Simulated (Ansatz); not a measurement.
HfO₃H₂. The state is a singlet with charge 0. Geometry B3LYP-D4/def2-TZVP.

```xyz
6

Hf   -0.3942    0.0542   -0.0060
O    -0.5695   -1.8784    0.0218
O    -0.4694   -1.3092   -1.3851
O     1.2337    0.9980    0.4911
H    -1.9788    1.0343    0.2780
H     2.1781    1.1011    0.6002
```

In the def2 sets Hf takes a core potential; there is no spin–orbit coupling. The structure holds one bond between oxygen atoms, so isomers without such links may lie far lower. The structure comes from a short search, and lower isomers may exist.

**Question.** Estimate the orbital energies around the gap (eV) in Ansatz with PBE-D4/def2-TZVP, r2SCAN-D4/def2-TZVPD, PBE0-D4/def2-TZVPD, r2SCAN0-D4/def2-TZVP, ωB97M-V/def2-TZVP.

**Answer.** 
```json
{"orbital": "HOMO−13", "PBE-D4/def2-TZVP": "-34.46", "r2SCAN-D4/def2-TZVPD": "-35.70", "PBE0-D4/def2-TZVPD": "-37.31", "r2SCAN0-D4/def2-TZVP": "-38.05", "ωB97M-V/def2-TZVP": "-40.20"}
{"orbital": "HOMO−12", "PBE-D4/def2-TZVP": "-34.09", "r2SCAN-D4/def2-TZVPD": "-35.34", "PBE0-D4/def2-TZVPD": "-37.01", "r2SCAN0-D4/def2-TZVP": "-37.76", "ωB97M-V/def2-TZVP": "-39.94"}
{"orbital": "HOMO−11", "PBE-D4/def2-TZVP": "-25.79", "r2SCAN-D4/def2-TZVPD": "-27.07", "PBE0-D4/def2-TZVPD": "-28.81", "r2SCAN0-D4/def2-TZVP": "-29.59", "ωB97M-V/def2-TZVP": "-31.43"}
{"orbital": "HOMO−10", "PBE-D4/def2-TZVP": "-24.36", "r2SCAN-D4/def2-TZVPD": "-25.73", "PBE0-D4/def2-TZVPD": "-27.42", "r2SCAN0-D4/def2-TZVP": "-28.26", "ωB97M-V/def2-TZVP": "-30.13"}
{"orbital": "HOMO−9", "PBE-D4/def2-TZVP": "-20.37", "r2SCAN-D4/def2-TZVPD": "-21.55", "PBE0-D4/def2-TZVPD": "-23.15", "r2SCAN0-D4/def2-TZVP": "-23.88", "ωB97M-V/def2-TZVP": "-25.81"}
{"orbital": "HOMO−8", "PBE-D4/def2-TZVP": "-12.77", "r2SCAN-D4/def2-TZVPD": "-13.28", "PBE0-D4/def2-TZVPD": "-14.70", "r2SCAN0-D4/def2-TZVP": "-14.98", "ωB97M-V/def2-TZVP": "-17.20"}
{"orbital": "HOMO−7", "PBE-D4/def2-TZVP": "-11.01", "r2SCAN-D4/def2-TZVPD": "-11.27", "PBE0-D4/def2-TZVPD": "-12.27", "r2SCAN0-D4/def2-TZVP": "-12.39", "ωB97M-V/def2-TZVP": "-14.46"}
{"orbital": "HOMO−6", "PBE-D4/def2-TZVP": "-9.77", "r2SCAN-D4/def2-TZVPD": "-10.17", "PBE0-D4/def2-TZVPD": "-11.56", "r2SCAN0-D4/def2-TZVP": "-11.79", "ωB97M-V/def2-TZVP": "-14.00"}
{"orbital": "HOMO−5", "PBE-D4/def2-TZVP": "-9.52", "r2SCAN-D4/def2-TZVPD": "-9.94", "PBE0-D4/def2-TZVPD": "-11.34", "r2SCAN0-D4/def2-TZVP": "-11.58", "ωB97M-V/def2-TZVP": "-13.79"}
{"orbital": "HOMO−4", "PBE-D4/def2-TZVP": "-8.56", "r2SCAN-D4/def2-TZVPD": "-9.00", "PBE0-D4/def2-TZVPD": "-10.35", "r2SCAN0-D4/def2-TZVP": "-10.58", "ωB97M-V/def2-TZVP": "-12.86"}
{"orbital": "HOMO−3", "PBE-D4/def2-TZVP": "-8.43", "r2SCAN-D4/def2-TZVPD": "-8.86", "PBE0-D4/def2-TZVPD": "-10.21", "r2SCAN0-D4/def2-TZVP": "-10.45", "ωB97M-V/def2-TZVP": "-12.69"}
{"orbital": "HOMO−2", "PBE-D4/def2-TZVP": "-7.36", "r2SCAN-D4/def2-TZVPD": "-7.71", "PBE0-D4/def2-TZVPD": "-8.97", "r2SCAN0-D4/def2-TZVP": "-9.16", "ωB97M-V/def2-TZVP": "-11.30"}
{"orbital": "HOMO−1", "PBE-D4/def2-TZVP": "-6.94", "r2SCAN-D4/def2-TZVPD": "-7.32", "PBE0-D4/def2-TZVPD": "-8.40", "r2SCAN0-D4/def2-TZVP": "-8.60", "ωB97M-V/def2-TZVP": "-10.73"}
{"orbital": "HOMO", "PBE-D4/def2-TZVP": "-6.06", "r2SCAN-D4/def2-TZVPD": "-6.36", "PBE0-D4/def2-TZVPD": "-7.64", "r2SCAN0-D4/def2-TZVP": "-7.81", "ωB97M-V/def2-TZVP": "-10.02"}
{"orbital": "LUMO", "PBE-D4/def2-TZVP": "-3.15", "r2SCAN-D4/def2-TZVPD": "-2.85", "PBE0-D4/def2-TZVPD": "-2.32", "r2SCAN0-D4/def2-TZVP": "-2.10", "ωB97M-V/def2-TZVP": "-0.51"}
{"orbital": "LUMO+1", "PBE-D4/def2-TZVP": "-2.35", "r2SCAN-D4/def2-TZVPD": "-2.14", "PBE0-D4/def2-TZVPD": "-1.53", "r2SCAN0-D4/def2-TZVP": "-1.31", "ωB97M-V/def2-TZVP": "0.41"}
{"orbital": "LUMO+2", "PBE-D4/def2-TZVP": "-1.87", "r2SCAN-D4/def2-TZVPD": "-1.61", "PBE0-D4/def2-TZVPD": "-0.71", "r2SCAN0-D4/def2-TZVP": "-0.35", "ωB97M-V/def2-TZVP": "1.48"}
{"orbital": "LUMO+3", "PBE-D4/def2-TZVP": "-0.88", "r2SCAN-D4/def2-TZVPD": "-0.69", "PBE0-D4/def2-TZVPD": "-0.30", "r2SCAN0-D4/def2-TZVP": "0.07", "ωB97M-V/def2-TZVP": "1.67"}
{"orbital": "LUMO+4", "PBE-D4/def2-TZVP": "-0.34", "r2SCAN-D4/def2-TZVPD": "-0.17", "PBE0-D4/def2-TZVPD": "-0.13", "r2SCAN0-D4/def2-TZVP": "0.91", "ωB97M-V/def2-TZVP": "1.84"}
{"orbital": "LUMO+5", "PBE-D4/def2-TZVP": "-0.23", "r2SCAN-D4/def2-TZVPD": "0.02", "PBE0-D4/def2-TZVPD": "0.43", "r2SCAN0-D4/def2-TZVP": "1.01", "ωB97M-V/def2-TZVP": "2.70"}
```
